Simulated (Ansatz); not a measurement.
Molecule: C2HCl2, net charge 0, doublet state. It need not be the lowest isomer of its formula. 
Coordinates optimised at B3LYP-D3(BJ)/def2-TZVP (Ansatz, an electronic-structure program):
```xyz
5

Cl     1.8097     0.2068    -0.0684
C      0.5874    -0.9103    -0.0321
C     -0.7180    -0.9144     0.0187
Cl    -1.6873     0.5446     0.0713
H     -1.2975    -1.8252     0.0320
```
Charge 0, spin multiplicity 2.

Atomisation energy built up term by term with Ansatz (kcal/mol; UHF references for open shells; valence terms freeze the core; atomic spin-orbit terms are left out). Basis-set limits of correlation are two-point, X^-3; Hartree-Fock from the larger set.

The UHF reference is spin-contaminated (<S^2> 0.22 over the pure value in the largest basis). 

```
term                                            basis  kcal/mol
-----------------------  ----------------------------  --------
Hartree-Fock                              cc-pV(Q+d)Z         …
CCSD correlation         CBS(cc-pV(T+d)Z,cc-pV(Q+d)Z)    113.69
(T)                      CBS(cc-pV(T+d)Z,cc-pV(Q+d)Z)         …
core correlation                            cc-pwCVTZ      2.48
scalar relativity (X2C)    cc-pVTZ-DK against cc-pVTZ     -0.70
sum: De                                                       …
```

**Question.** Fill in the missing entries.

**Answer.** 
- Hartree-Fock, kcal/mol: 276.39
- (T), kcal/mol: 13.26
- sum: De, kcal/mol: 405.1
